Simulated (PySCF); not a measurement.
Lu2S3 at several levels of theory

Computed with PySCF 2.14.0 (density fitting, no spin-orbit coupling) at the geometry relaxed with B3LYP:

```xyz
5
Lu2S3 (singlet in the valence; each metal's 4f electrons, 14 of them, lie in its core potential, out of spins and levels)
Lu   -0.3541   -0.4782    2.2929
Lu   -0.3541   -0.4782   -2.2929
S    -0.9883   -1.3346    0.0000
S     0.9945    1.3430    2.6913
S     0.9945    1.3430   -2.6913
```

```
level                                    basis    state  HOMO (eV)  gap (eV)  charge on Lu1 (e)  population of f-type functions on Lu1 (polarisation alone where 4f lies in the core)  dipole about the centre of mass (D)  largest force component (eV/Å)
B3LYP    Lu lcecp-1-SVP with ECP60, S def2-SVP  singlet      -5.55      2.37               0.58                                                                                  0.03                                11.39                            0.00
 TPSS                                 the same  singlet      -4.84      1.56               0.65                                                                                  0.02                                11.36                            0.06
 BP86                                 the same  singlet      -4.90      1.38               0.52                                                                                  0.02                                10.68                            0.09
 PBE0                                 the same  singlet      -5.79      2.89               0.65                                                                                  0.03                                11.97                            0.30
B3LYP  Lu lcecp-1-TZVP with ECP60, S def2-TZVP  singlet      -5.59      2.38               1.00                                                                                  0.02                                12.02                            0.02
```

In the lcecp rows the 4f levels are missing from HOMO and gap, and the state counts the valence alone.

Charges are Mulliken's, which hang on the basis. The relaxation used the grid (50, 194), these runs (75, 302) or, all-electron (x2c bases, spin-free X2C Hamiltonian), (99, 590).

(1) What does TPSSh with Lu lcecp-1-SVP with ECP60, S def2-SVP give here?

A frequency check found unstable modes (1, the lowest at -33 cm⁻¹), so the relaxed geometry is a saddle point, or these are noise. An lcecp potential fixes the number of 4f electrons, so in runs with it no electron can move into or out of that shell.

Answers

(1) state singlet, HOMO (eV) -5.23, gap (eV) 2.17, charge on Lu1 (e) 0.68, population of f-type functions on Lu1 (polarisation alone where 4f lies in the core) 0.03, dipole about the centre of mass (D) 11.81, largest force component (eV/Å) 0.09. Time: 11 s on 2 threads of Arm Neoverse V1, on a shared host, from an already converged density.
